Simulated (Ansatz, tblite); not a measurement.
Removing an electron: BeMe(OH) (CH₄BeO). Total charge 0; singlet. Geometry: PBE-D4/def2-TZVP. Ansatz, gas phase; energy differences of separate SCF runs; the oxidised species was run as a doublet alone.

```xyz
7

Be    0.324    0.348   -0.432
C    -0.563   -0.688    0.567
H    -0.182   -0.693    1.600
H    -0.520   -1.728    0.206
H    -1.627   -0.406    0.614
O     1.063    1.162   -1.341
H     1.505    2.006   -1.215
```

The xTB rows come from tblite. Correlated methods freeze 2 core orbitals. HOMO above LUMO, or a gap near zero within one spin, warns that the state may not be the lowest or that an electron is smeared out.

| level | −HOMO (eV) | vertical IE (eV) | −LUMO (eV) | HOMO–LUMO gap (eV) | remarks |
| --- | --- | --- | --- | --- | --- |
| GFN1-xTB | 11.33 | 15.26 | 4.58 | 6.75 | – |
| GFN2-xTB | 10.23 | 14.28 | 3.85 | 6.38 | – |
| HF/def2-TZVPP | – | 10.04 | – | – | – |
| PBE-D4/def2-TZVP | 7.09 | 10.77 | 0.76 | 6.34 | gap within one spin near zero (+1 doublet) |
| r2SCAN-D4/def2-TZVP | 7.36 | 10.84 | 0.13 | 7.24 | gap within one spin near zero (+1 doublet) |
| PBE0-D4/def2-TZVP | 8.48 | 11.08 | 0.14 | 8.34 | – |
| MP2/def2-TZVPP | – | 11.16 | – | – | – |
| CCSD/def2-TZVPP | – | 11.09 | – | – | – |
| CCSD(T)/def2-TZVPP | – | 11.14 | – | – | – |

  Raw xTB energy differences between charge states are shifted by several eV; the methods need an empirical correction for them.
